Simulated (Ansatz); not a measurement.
Gas-phase electronic energies from Ansatz, PBE0-D4/def2-TZVP geometries. CCSD(T)/CBS is the MP2 limit (def2-TZVPP, def2-QZVPP) plus CCSD(T) − MP2 in def2-TZVPP, frozen cores. This one scheme is used for every species. Functionals use def2-TZVPP. For Ge outer-core shells are correlated without core-valence functions, which leaves a few kJ/mol of doubt a bond. Scalar relativity is left out up to krypton. One conformer a species, not always the lowest.

`[GeH3][GeH2][SiH2][GeH2][GeH3]` + `C=S` → `S=[CH][GeH3]` + `[GeH3][SiH2][GeH2][GeH3]`  (formal exchange of groups at a Ge–Ge bond)

```json
{"level": "r2SCANh-D4", "ΔE (eV)": "0.56"}
{"level": "PBE", "ΔE (eV)": "0.52"}
{"level": "BHLYP", "ΔE (eV)": "0.50"}
{"level": "MP2/def2-TZVPP", "ΔE (eV)": "0.55"}
```

Task: What does CCSD(T)/CBS give? (Best estimate.)

Result: Computed: +0.56 eV. The listed levels differ from it by 0.00, -0.04, -0.06, -0.01 eV.

Largest T1 diagnostic among the species: 0.016.

Leaving LDA and LC-ωPBE aside and taking each functional with its dispersion term where it has one, the values, not all of them listed here, spread over 0.13 eV, from B97M-V to PBE0-D4. From BLYP to BHLYP (50 % exact exchange), in def2-TZVPP and without D4, ΔE moves by +0.04 eV.
